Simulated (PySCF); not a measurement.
HF2S, charge +1, singlet, geometry from GFN2-xTB, with bond 1-2 at 2.2 times its length; PBE/def2-SVP in PySCF.

PySCF was given this input:
```python
from pyscf import gto, scf, dft

mol = gto.M(
    atom='''
F    -2.60314833   -1.23023145   -1.24098461
S    -0.00424330    0.32563997    0.40895379
F     1.19449632   -0.35897911   -0.33431476
H    -0.01250023    1.45474129   -0.46526390
''',
    basis='def2-svp',
    charge=1,
    verbose=4,
)

mf = dft.RKS(mol)
mf.xc = 'pbe'
mf.kernel()
mo_i, mo_e, stable_i, stable_e = mf.stability(internal=True, external=True, return_status=True, nroots=6, tol=1e-6)
print('internally stable:', stable_i, ' externally stable:', stable_e)
if not stable_e:
    umf = mf.to_uhf() if not hasattr(mf, 'xc') else mf.to_uks()
    umf.scf_summary = {}
    umf.kernel(umf.make_rdm1(mo_e, umf.mo_occ))
mf.analyze()
```

It wrote (shortened):

```
PySCF version 2.14.0

[INPUT] verbose = 4
[INPUT] num. atoms = 4
[INPUT] num. electrons = 34
[INPUT] charge = 1
[INPUT] spin (= nelec alpha-beta = 2S) = 0
[INPUT] symmetry False subgroup None
[INPUT] Mole.unit = angstrom
[INPUT] Symbol           X                Y                Z      unit          X                Y                Z       unit  Magmom
[...]
nuclear repulsion = 90.770763691163
number of shells = 23
number of NR pGTOs = 91
number of NR cGTOs = 51
basis = def2-svp
ecp = {}

******** <class 'pyscf.dft.rks.RKS'> ********
method = RKS
initial guess = minao
damping factor = 0
level_shift factor = 0
DIIS = <class 'pyscf.scf.diis.CDIIS'>
diis_start_cycle = 1
diis_space = 8
diis_damp = 0
SCF conv_tol = 1e-09
SCF conv_tol_grad = None
SCF max_cycles = 50
direct_scf = True
direct_scf_tol = 1e-13
XC library pyscf.dft.libxc version 7.1.2
    S. Lehtola, C. Steigemann, M. J. T. Oliveira, and M. A. L. Marques,  SoftwareX 7, 1–5 (2018)
XC functionals = pbe
    J. P. Perdew, K. Burke, and M. Ernzerhof,  Phys. Rev. Lett. 77, 3865 (1996)
    J. P. Perdew, K. Burke, and M. Ernzerhof,  Phys. Rev. Lett. 78, 1396 (1997)
    J. P. Perdew, K. Burke, and M. Ernzerhof,  Phys. Rev. Lett. 77, 3865 (1996)
    J. P. Perdew, K. Burke, and M. Ernzerhof,  Phys. Rev. Lett. 78, 1396 (1997)
radial grids:
    Treutler-Ahlrichs [JCP 102, 346 (1995); DOI:10.1063/1.469408] (M4) radial grids

becke partition: Becke, JCP 88, 2547 (1988); DOI:10.1063/1.454033
pruning grids: <function nwchem_prune>
grids dens level: 3
symmetrized grids: False
atomic radii adjust function: <function treutler_atomic_radii_adjust>
small_rho_cutoff = 0
Set gradient conv threshold to 3.16228e-05
Initial guess from minao.
tot grids = 57216
init E= -597.764179867712
cycle= 1 E= -596.600321246289  delta_E= 1.16  |g|=  1.2  |ddm|= 1.99
cycle= 2 E= -583.680970060202  delta_E= 12.9  |g|= 3.59  |ddm|= 5.46
cycle= 3 E= -596.04823976933  delta_E= -12.4  |g|= 2.09  |ddm|= 5.21

cycle= 4 E= -596.701097630013  delta_E= -0.653  |g|= 0.943  |ddm|= 2.23
cycle= 5 E= -596.838779959627  delta_E= -0.138  |g|=    1  |ddm|= 2.19
cycle= 6 E= -596.905123374461  delta_E= -0.0663  |g|= 0.952  |ddm|= 0.139
cycle= 7 E= -597.02571824636  delta_E= -0.121  |g|= 0.825  |ddm|= 0.246
cycle= 8 E= -596.765343406752  delta_E= 0.26  |g|= 1.02  |ddm|= 0.62
cycle= 9 E= -596.767209235856  delta_E= -0.00187  |g|= 0.758  |ddm|= 2.17
cycle= 10 E= -596.79457582974  delta_E= -0.0274  |g|= 0.987  |ddm|= 2.16
cycle= 11 E= -596.85992120381  delta_E= -0.0653  |g|= 0.961  |ddm|= 0.171
cycle= 12 E= -596.862969579197  delta_E= -0.00305  |g|= 0.954  |ddm|= 0.0138
cycle= 13 E= -596.758617291846  delta_E= 0.104  |g|= 0.782  |ddm|= 2.16
cycle= 14 E= -596.756537084801  delta_E= 0.00208  |g|= 1.04  |ddm|= 2.16
cycle= 15 E= -596.659020472546  delta_E= 0.0975  |g|= 1.18  |ddm|= 0.286
cycle= 16 E= -596.631432298292  delta_E= 0.0276  |g|= 1.24  |ddm|= 0.0766
cycle= 17 E= -596.858755987451  delta_E= -0.227  |g|= 0.751  |ddm|= 2.11
cycle= 18 E= -596.566705309197  delta_E= 0.292  |g|= 1.36  |ddm|= 2.14
cycle= 19 E= -596.642245343605  delta_E= -0.0755  |g|= 1.21  |ddm|= 0.167
cycle= 20 E= -596.760019884444  delta_E= -0.118  |g|= 1.03  |ddm|= 0.302
cycle= 21 E= -596.770896925042  delta_E= -0.0109  |g|= 0.739  |ddm|= 2.16
cycle= 22 E= -596.775044728909  delta_E= -0.00415  |g|= 0.724  |ddm|= 1.96
cycle= 23 E= -596.617700317115  delta_E= 0.157  |g|= 1.27  |ddm|= 2.19
cycle= 24 E= -596.636167817041  delta_E= -0.0185  |g|= 1.22  |ddm|= 0.126
cycle= 25 E= -596.624462181404  delta_E= 0.0117  |g|= 1.25  |ddm|= 0.0395
cycle= 26 E= -596.874168363556  delta_E= -0.25  |g|= 0.99  |ddm|= 0.584
cycle= 27 E= -596.606928055829  delta_E= 0.267  |g|= 1.28  |ddm|= 0.602
cycle= 28 E= -596.60680839209  delta_E= 0.00012  |g|= 1.28  |ddm|= 0.0306
cycle= 29 E= -596.634240318186  delta_E= -0.0274  |g|= 1.23  |ddm|= 0.0986
cycle= 30 E= -596.774148410754  delta_E= -0.14  |g|= 1.05  |ddm|= 0.353
cycle= 31 E= -584.309084525275  delta_E= 12.5  |g|= 3.26  |ddm|= 5.36
cycle= 32 E= -584.973739175903  delta_E= -0.665  |g|= 2.82  |ddm|= 1.22
cycle= 33 E= -596.453441635383  delta_E= -11.5  |g|= 1.53  |ddm|= 5.76
cycle= 34 E= -596.45563642675  delta_E= -0.00219  |g|= 1.56  |ddm|= 0.214
cycle= 35 E= -584.910672028281  delta_E= 11.5  |g|= 2.82  |ddm|= 5.62
cycle= 36 E= -592.367890499857  delta_E= -7.46  |g|= 2.42  |ddm|= 4.12
cycle= 37 E= -596.706741784535  delta_E= -4.34  |g|= 1.25  |ddm|= 3.72
cycle= 38 E= -596.488554917297  delta_E= 0.218  |g|= 1.56  |ddm|= 0.491
cycle= 39 E= -596.510198413432  delta_E= -0.0216  |g|=  1.5  |ddm|= 0.477
cycle= 40 E= -596.830473679065  delta_E= -0.32  |g|= 0.819  |ddm|= 2.17

cycle= 41 E= -596.762576038241  delta_E= 0.0679  |g|= 0.784  |ddm|=    2
cycle= 42 E= -596.717446074962  delta_E= 0.0451  |g|= 1.04  |ddm|= 2.17
cycle= 43 E= -596.763546444036  delta_E= -0.0461  |g|= 0.763  |ddm|= 2.17
cycle= 44 E= -596.672520759107  delta_E= 0.091  |g|= 1.14  |ddm|= 2.17
cycle= 45 E= -596.6594487086  delta_E= 0.0131  |g|= 1.19  |ddm|= 0.0903
cycle= 46 E= -596.675467451939  delta_E= -0.016  |g|= 1.16  |ddm|= 0.0564
cycle= 47 E= -596.652973865409  delta_E= 0.0225  |g|=  1.2  |ddm|= 0.0745
cycle= 48 E= -596.650265657213  delta_E= 0.00271  |g|=  1.2  |ddm|= 0.0297
cycle= 49 E= -596.662053486546  delta_E= -0.0118  |g|= 1.18  |ddm|= 0.0685
cycle= 50 E= -596.766242782618  delta_E= -0.104  |g|= 0.749  |ddm|= 2.18
SCF not converged.
SCF energy = -596.766242782618
rhf_internal: lowest eigs of H = [-3.87360647 -3.47172281 -3.16848912 -3.06713219 -2.86830416 -2.10190378]
<class 'pyscf.dft.rks.RKS'> wavefunction has an internal instability
rhf_real2complex: lowest eigs of H = [-0.97066361 -0.86809307 -0.7923122  -0.76688638 -0.71710572 -0.5256095 ]
<class 'pyscf.dft.rks.RKS'> wavefunction has an real -> complex instability
rhf_external: lowest eigs of H = [-0.97115484 -0.86814063 -0.79236822 -0.7669351  -0.71712921 -0.52567022]
<class 'pyscf.dft.rks.RKS'> wavefunction has an RHF/RKS -> UHF/UKS instability
[...]
internally stable: False  externally stable: False
[...]
DIIS = <class 'pyscf.scf.diis.CDIIS'>
diis_start_cycle = 1
diis_space = 8
diis_damp = 0
SCF conv_tol = 1e-09
SCF conv_tol_grad = None
SCF max_cycles = 50
direct_scf = True
direct_scf_tol = 1e-13
number electrons alpha = 17  beta = 17
XC library pyscf.dft.libxc version 7.1.2
    S. Lehtola, C. Steigemann, M. J. T. Oliveira, and M. A. L. Marques,  SoftwareX 7, 1–5 (2018)
XC functionals = pbe
    J. P. Perdew, K. Burke, and M. Ernzerhof,  Phys. Rev. Lett. 77, 3865 (1996)
    J. P. Perdew, K. Burke, and M. Ernzerhof,  Phys. Rev. Lett. 78, 1396 (1997)
    J. P. Perdew, K. Burke, and M. Ernzerhof,  Phys. Rev. Lett. 77, 3865 (1996)
    J. P. Perdew, K. Burke, and M. Ernzerhof,  Phys. Rev. Lett. 78, 1396 (1997)
radial grids:
    Treutler-Ahlrichs [JCP 102, 346 (1995); DOI:10.1063/1.469408] (M4) radial grids

becke partition: Becke, JCP 88, 2547 (1988); DOI:10.1063/1.454033
pruning grids: <function nwchem_prune>
grids dens level: 3
symmetrized grids: False
atomic radii adjust function: <function treutler_atomic_radii_adjust>
small_rho_cutoff = 0
Set gradient conv threshold to 3.16228e-05
init E= -597.224578552431
cycle= 1 E= -596.662096409621  delta_E= 0.562  |g|= 0.809  |ddm|= 1.25
cycle= 2 E= -583.775762012243  delta_E= 12.9  |g|= 2.57  |ddm|= 3.82
cycle= 3 E= -596.863241020094  delta_E= -13.1  |g|= 0.637  |ddm|= 3.43
cycle= 4 E= -596.779690308747  delta_E= 0.0836  |g|= 0.719  |ddm|= 1.49
cycle= 5 E= -597.186904121327  delta_E= -0.407  |g|= 0.336  |ddm|= 1.25
cycle= 6 E= -597.285652536844  delta_E= -0.0987  |g|= 0.0753  |ddm|= 0.562
cycle= 7 E= -597.2891572818  delta_E= -0.0035  |g|= 0.0631  |ddm|= 0.187
cycle= 8 E= -597.28944715458  delta_E= -0.00029  |g|= 0.0581  |ddm|= 0.0961
cycle= 9 E= -597.290576202567  delta_E= -0.00113  |g|= 0.027  |ddm|= 0.0386
cycle= 10 E= -597.29066094303  delta_E= -8.47e-05  |g|= 0.0225  |ddm|= 0.0129
cycle= 11 E= -597.290935479637  delta_E= -0.000275  |g|= 0.0118  |ddm|= 0.0253
cycle= 12 E= -597.291050582736  delta_E= -0.000115  |g|= 0.00151  |ddm|= 0.0281
cycle= 13 E= -597.291052694955  delta_E= -2.11e-06  |g|= 0.00096  |ddm|= 0.00588
cycle= 14 E= -597.291053565304  delta_E= -8.7e-07  |g|= 0.000486  |ddm|= 0.00201
cycle= 15 E= -597.291053858657  delta_E= -2.93e-07  |g|= 0.000439  |ddm|= 0.00118
cycle= 16 E= -597.291055227421  delta_E= -1.37e-06  |g|= 0.000434  |ddm|= 0.0067
cycle= 17 E= -597.291057549168  delta_E= -2.32e-06  |g|= 0.000218  |ddm|= 0.0167
cycle= 18 E= -597.29105782074  delta_E= -2.72e-07  |g|= 0.000178  |ddm|= 0.00347
cycle= 19 E= -597.291058070588  delta_E= -2.5e-07  |g|= 0.000144  |ddm|= 0.00431
cycle= 20 E= -597.291058132274  delta_E= -6.17e-08  |g|= 0.000135  |ddm|= 0.00111
cycle= 21 E= -597.291058216581  delta_E= -8.43e-08  |g|= 0.000126  |ddm|= 0.00127
cycle= 22 E= -597.291058051967  delta_E= 1.65e-07  |g|= 0.000129  |ddm|= 0.00254
cycle= 23 E= -597.291058751563  delta_E= -7e-07  |g|= 0.000158  |ddm|= 0.0108
cycle= 24 E= -597.291058953191  delta_E= -2.02e-07  |g|= 0.00012  |ddm|= 0.00341
cycle= 25 E= -597.291058953726  delta_E= -5.36e-10  |g|= 0.000115  |ddm|= 0.00112
cycle= 26 E= -597.291058907221  delta_E= 4.65e-08  |g|= 0.000115  |ddm|= 0.000752
cycle= 27 E= -597.291058909798  delta_E= -2.58e-09  |g|= 0.000115  |ddm|= 0.000122
cycle= 28 E= -597.291058925432  delta_E= -1.56e-08  |g|= 0.000115  |ddm|= 0.000244
cycle= 29 E= -597.29105903664  delta_E= -1.11e-07  |g|= 0.000115  |ddm|= 0.00172
cycle= 30 E= -597.291059058378  delta_E= -2.17e-08  |g|= 0.000114  |ddm|= 0.00033
cycle= 31 E= -597.291059103923  delta_E= -4.55e-08  |g|= 0.000114  |ddm|= 0.000775
cycle= 32 E= -597.291059283277  delta_E= -1.79e-07  |g|= 0.000114  |ddm|= 0.00276
cycle= 33 E= -597.291059197833  delta_E= 8.54e-08  |g|= 0.000114  |ddm|= 0.00131
cycle= 34 E= -597.29105920136  delta_E= -3.53e-09  |g|= 0.000114  |ddm|= 5.69e-05
cycle= 35 E= -597.291059174103  delta_E= 2.73e-08  |g|= 0.000114  |ddm|= 0.00042
cycle= 36 E= -597.291058838093  delta_E= 3.36e-07  |g|= 0.000114  |ddm|= 0.00512
cycle= 37 E= -597.29105847174  delta_E= 3.66e-07  |g|= 0.000116  |ddm|= 0.00558
cycle= 38 E= -597.291058417365  delta_E= 5.44e-08  |g|= 0.000133  |ddm|= 0.000837
cycle= 39 E= -597.29106058203  delta_E= -2.16e-06  |g|= 0.000262  |ddm|= 0.0332
cycle= 40 E= -597.290533188788  delta_E= 0.000527  |g|= 0.04  |ddm|= 0.404
cycle= 41 E= -597.291063190991  delta_E= -0.00053  |g|= 0.000554  |ddm|= 0.367
cycle= 42 E= -597.291065597063  delta_E= -2.41e-06  |g|= 0.00177  |ddm|= 0.0503
cycle= 43 E= -597.291061370543  delta_E= 4.23e-06  |g|= 0.000217  |ddm|= 0.0791
cycle= 44 E= -597.291058336669  delta_E= 3.03e-06  |g|= 0.000135  |ddm|= 0.0463
cycle= 45 E= -597.29105442681  delta_E= 3.91e-06  |g|= 0.000704  |ddm|= 0.0568
cycle= 46 E= -597.291063568049  delta_E= -9.14e-06  |g|= 0.000723  |ddm|= 0.138
cycle= 47 E= -597.291063177055  delta_E= 3.91e-07  |g|= 0.000616  |ddm|= 0.00661
cycle= 48 E= -597.291063194544  delta_E= -1.75e-08  |g|= 0.000638  |ddm|= 0.000399
cycle= 49 E= -597.291062867492  delta_E= 3.27e-07  |g|= 0.000573  |ddm|= 0.00533
cycle= 50 E= -597.291064995366  delta_E= -2.13e-06  |g|= 0.00135  |ddm|= 0.0395
SCF not converged.
SCF energy = -597.291064995366 after 50 cycles  <S^2> = 1.0029012  2S+1 = 2.2386614
**** SCF Summaries ****
Total Energy =                        -596.766242782618292
Nuclear Repulsion Energy =              90.770763691162983
One-electron Energy =                -1001.009057005602926
Two-electron Energy =                  313.472050531821651
Two-electron Coulomb Energy =          359.459483964448907
DFT Exchange-Correlation Energy =      -45.987433432627284
**** MO energy ****
[...]
 ** Mulliken pop on meta-lowdin orthogonal AOs  **
 ** Mulliken pop  **
 ** Mulliken atomic charges  **
charge of    0F =      0.99997
charge of    1S =      0.15672
charge of    2F =     -0.35956
charge of    3H =      0.20288

WARN: System has nonzero charge 1; the dipole moment is origin-dependent.
Location of origin: [0. 0. 0.]

Dipole moment(X, Y, Z, Debye): -13.52990, -4.22477, -6.34641
```

Convergence was not reached.
